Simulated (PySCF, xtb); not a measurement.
4,4-dichlorobut-1-yne (C₄H₄Cl₂), SMILES C#CCC(Cl)Cl. Other conformers were not sampled.

Harmonic wavenumbers (cm⁻¹) from xtb with GFN2-xTB at its own minimum, in rising order: 63, 118, 237, 254, 304, 359, 431, 624, 653, 662, 727, 940, 992, 1052, 1126, 1156, 1216, 1291, 1424, 2298, 2939, 2957, 2974, 3401.

What does B3LYP-D3(BJ)/def2-SVP (PySCF) give at its own minimum? (The exact figures need the calculation; the answer reports its results.)

86, 130, 262, 284, 355, 380, 486, 668, 697, 719, 766, 945, 973, 1061, 1191, 1224, 1290, 1348, 1433, 2238, 3045, 3095, 3150, 3471. Paired by order, the mean absolute difference is 52 cm⁻¹ and the zero-point energies are 40.3 and 41.9 kcal/mol.
